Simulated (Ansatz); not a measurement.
Two structures, one formula

Two relaxed structures of BH$_{3}$SO$_{2}$, closed shell (PBE0-D4/def2-TZVP; forces vanish, vibrations not checked).

A:

```
7
angstrom
O 0.7062 0.5676 1.1481
B -0.5509 0.3891 0.7067
O -0.8681 -0.0284 -0.5752
S 0.3581 -0.2820 -1.6682
H 1.3567 0.3801 0.4543
H -1.4810 0.5862 1.4258
H 0.4790 -1.6126 -1.4915
```

B:

```csv
atom,x (Å),y (Å),z (Å)
O1,0.0335,0.8678,1.3469
B2,-0.9672,0.0186,1.4376
O3,-1.8985,-0.7525,1.5433
S4,1.8508,0.2580,-1.2374
H5,1.9622,-1.0533,-0.9688
H6,0.6294,0.7411,0.5799
H7,0.7981,0.0627,-2.0485
```

Computed with Ansatz 0.2.0 (basis: def2-TZVPP); correlated methods freeze the cores. B3LYP uses VWN-RPA correlation.

Which structure is lower at CCSD(T), and by how much? (Judge from chemistry; the value comes from the calculation.)

The calculation gives: B, by 0.691 eV (electronic energy, against the other). By their contacts, A is BH₃SO₂ ([OH][BH][O][SH]) and B is a complex of BHO₂ ([O][B][OH]) + H₂S.

All methods give the same order:

```tsv
method	E(B) − E(A) (eV)
PBE-D4	-0.667
r2SCAN-D4	-0.643
PBE0-D4	-0.597
B3LYP-D4	-0.714
wB97M-V	-0.621
HF	-0.692
MP2	-0.800
CCSD	-0.687
CCSD(T)	-0.691
```

No T1 diagnostic of these runs exceeds 0.015.

Labels in which every atom is bracketed show which atoms are joined, not bond orders.

For scale, one of the runs: CCSD(T)/def2-TZVPP, 177 basis functions, launched by `ansatz run in.yaml --threads 2 --pin off --events-out ev --progress --plain --max-ram 4352MiB`. The run took 51 s on 2 CPU threads of an Arm Neoverse V1 (shared host), with 1.7 GiB of host memory at its peak.
